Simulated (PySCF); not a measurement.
Compound: [MoO3(NH2)]- (charge -1 and singlet state).
Bonds: Mo1–O2, Mo1–O3, Mo1–O4, Mo1–N5. Hydrogens: H6, H7 on N5.

Computed, not measured: PySCF, PBE0-D3(BJ)/def2-SVP geometry optimisation, gas phase, def2 core potentials past Kr.

(1) How far are the bound atoms from Mo1?

(2) List the angles at Mo1.

(3) What is the shape at Mo1?

(4) What are the other bond lengths?

## Answers

(1) 4 atoms: O3 1.720 Å, O4 1.720 Å, O2 1.722 Å, N5 2.002 Å. The nearest atom not counted as bound is H6, at 2.64 Å (others tie with it).

(2) 
```json
{"angle": "O3–Mo1–O4", "degrees": "113.0", "distance of the outer atoms (Å)": "2.87"}
{"angle": "O2–Mo1–N5", "degrees": "110.3", "distance of the outer atoms (Å)": "3.06"}
{"angle": "O2–Mo1–O3", "degrees": "110.2", "distance of the outer atoms (Å)": "2.82"}
{"angle": "O2–Mo1–O4", "degrees": "109.9", "distance of the outer atoms (Å)": "2.82"}
{"angle": "O4–Mo1–N5", "degrees": "107.1", "distance of the outer atoms (Å)": "3.00"}
{"angle": "O3–Mo1–N5", "degrees": "106.2", "distance of the outer atoms (Å)": "2.98"}
```

(3) Distorted tetrahedral: angles from 106.2° to 113.0°; τ4 = (360° − α − β)/141° = 0.97 with α and β the two widest (0 for a square, 1 for a tetrahedron).

(4) N5–H6, N5–H7 1.016 Å.

Point group: near Cs, missed by 0.12 Å at most; the miss may be what the optimiser left on a soft mode. Charge -1, singlet. The geometry's basis has no diffuse functions, a weakness for an anion. Whether it is a minimum is left open (no frequencies).

On Arm Neoverse V2, one thread, no GPU (shared host), this took 20 s wall. That covers the optimisation of the geometry.
